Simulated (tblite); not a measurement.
Method: GFN2-xTB as coded in tblite; computed harmonic values from a numerical Hessian at the method's own geometry, unscaled. Errors from tens to a few hundred cm⁻¹ against measured bands are possible. Modes of hydrogen on silicon can be 10 to 20 % off. One conformer each. Thermal functions are those of the rigid rotor and harmonic oscillator, without mixing of conformers.

Task: Order these by their zero-point energy, highest first (kcal/mol).
A. `O1[C@@H](CCC#N)[SiH2]C(C1)=O`
B. `C=C[C@@H](C)C1CNC1`
C. `CO[C@@H]1O[SiH2]OC[C@@H]1Cl`
D. `O([SiH2]O)[C@@H]1[C@H](OC)[C@@H]1Cl`
E. `FC(F)(F)[C@]12[C@@H]3C[C@@]1(F)C[C@@H]32`
F. `CO[C@@]1(C)CO[Si@H](Cl)O1`
G. `CCC[C@@H]1C=CCN1`

Result: G (117.2), B (116.4), A (86.0), F (83.1), C (81.7), D (79.5), E (73.2).

| SMILES | atoms | mass (u) | symmetry number | modes under 300 cm⁻¹ | ZPE (kcal/mol) | S translation (cal/(mol K)) | S rotation | S vibration | S | Cp |
| --- | --- | --- | --- | --- | --- | --- | --- | --- | --- | --- |
| CCC[C@@H]1C=CCN1 | 21 | 111.10 | 1 | 5 | 117.2 | 38.1 | 27.3 | 15.1 | 80.5 | 24.0 |
| C=C[C@@H](C)C1CNC1 | 21 | 111.10 | 1 | 7 | 116.4 | 38.1 | 27.3 | 15.9 | 81.4 | 25.1 |
| N#CCC[C@@H]1OCC(=O)[SiH2]1 | 19 | 155.04 | 1 | 7 | 86.0 | 39.1 | 29.2 | 21.7 | 90.0 | 31.2 |
| CO[C@@]1(C)CO[Si@H](Cl)O1 | 18 | 168.00 | 1 | 8 | 83.1 | 39.3 | 28.7 | 20.6 | 88.7 | 30.0 |
| CO[C@@H]1O[SiH2]OC[C@@H]1Cl | 18 | 168.00 | 1 | 8 | 81.7 | 39.3 | 28.7 | 18.1 | 86.1 | 29.0 |
| CO[C@@H]1[C@H](Cl)[C@@H]1O[SiH2]O | 18 | 168.00 | 1 | 9 | 79.5 | 39.3 | 28.9 | 23.1 | 91.3 | 31.5 |
| FC(F)(F)[C@]12[C@@H]3C[C@@]1(F)C[C@@H]32 | 17 | 166.04 | 1 | 5 | 73.2 | 39.3 | 28.5 | 15.3 | 83.2 | 25.5 |

Entropies and Cp are for 200 K and 1 bar.
